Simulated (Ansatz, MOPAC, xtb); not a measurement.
Spectroscopic constants of TaCl, multiplicity 3 (lowest of 2S+1 = 1, 3, 5, 7 at CCSD(T)/def2-TZVPP on PBE0 minima; our sources give no spin for the ground state, which may be another). No spin–orbit coupling. The T1 diagnostic near the minimum is 0.059, so single-reference values are doubtful.

The constants come from a fifth-degree fit in 1/R (seven points, main isotopes). Runs in def2 and cc sets follow the lowest solution found near the PBE0 minimum.

The values were computed with Ansatz (Gaussian orbitals); MOPAC for PM7 (differences of heats of formation); xtb for the GFN methods. Values without a source in brackets are computed. In def2 rows elements past Kr take small-core potentials, without spin–orbit coupling. The GFN methods have no spin term and hold the electronic entropy of 300 K.

| level | r_e (Å) | ω_e (cm⁻¹) | B_e (cm⁻¹) | α_e (cm⁻¹) | dipole (D) |
|---|---|---|---|---|---|
| PM7 | 2.265 | 448 | 0.112 | 0.00021 | - |
| GFN1-xTB | 2.230 | 366 | 0.116 | 0.00087 | - |
| GFN2-xTB | 2.287 | 241 | 0.110 | 0.00081 | - |
| SVWN5/def2-TZVPP | 2.201 | 417 | 0.119 | 0.00047 | 0.90 |
| B97M-V/def2-TZVPP | 2.261 | 392 | 0.113 | 0.00044 | 1.45 |
| B3LYP/def2-TZVPP | 2.264 | 386 | 0.112 | 0.00045 | 1.67 |
| BHLYP/def2-TZVPP | 2.271 | 387 | 0.111 | 0.00043 | 2.03 |
| CAM-B3LYP/def2-TZVPP | 2.260 | 391 | 0.113 | 0.00044 | 1.85 |
| wB97X-V/def2-TZVPP | 2.256 | 396 | 0.113 | 0.00043 | 1.95 |
| wB97M-V/def2-TZVPP | 2.255 | 393 | 0.113 | 0.00044 | 1.67 |

The state that PM7 reach isn't checked; PM7 holds dispersion and hydrogen-bond terms.

Ansatz is a quantum-chemistry and plane-wave program.
